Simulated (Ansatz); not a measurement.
Ideal-gas functions of `[OH][Ti]([F])([F])[Br]` at 500 K and 1 bar, from an Ansatz frequency run at PBE0-D4/def2-TZVP.

Molar mass 182.77 g/mol, point group C1 (symmetry number 1), electronic degeneracy 1, moments of inertia 152.92, 401.36, 405.523 u Å². Harmonic wavenumbers (cm⁻¹, unscaled): 124, 143, 165, 189, 212, 223, 332, 374, 746, 797, 838, 3926.

Use S(trans) = R[1.5 ln M + 2.5 ln T − 1.1517]; rotational temperatures θ = 24.2544 K / I; S(rot) = R[ln(√π/σ · √(T³/θAθBθC)) + 1.5]; for each mode x = 1.438777 ν̃/T, S = R[x/(eˣ − 1) − ln(1 − e⁻ˣ)] and H = RT x/(eˣ − 1); 1 cm⁻¹ = 0.0119627 kJ/mol; R = 8.31446 J/(mol·K).

Problem. By hand: the entropy, in J/(mol·K).

Solution. Translation 184.6. Rotation: θ = 0.1586, 0.0604, 0.0598 K, giving 125.8. Vibration, mode by mode: 16.93, 15.76, 14.59, 13.48, 12.55, 12.14, 9.00, 8.09, 3.40, 3.02, 2.76, 0.00, in all 111.7. Electronic 0.0. Sum 422.1 J/(mol·K).

Problem. By hand: H − E and G − E in kJ/mol, counted from the electronic energy.

Solution. Zero-point energy ½ × 8069 × 0.0119627 = 48.3; thermal vibration 27.2; translation, rotation and pV give 4 RT = 16.6. H − E = 92.1 kJ/mol, and G − E = 92.1 − 500 × 422.1/1000 = -119.0 kJ/mol.

Vibration gives 26 % of the entropy, 32.7 J/(mol·K) of it from the modes under 150 cm⁻¹: soft modes count most, and the harmonic formula is weakest for them. The sum counts one conformer and one mirror image; others add a mixing term.
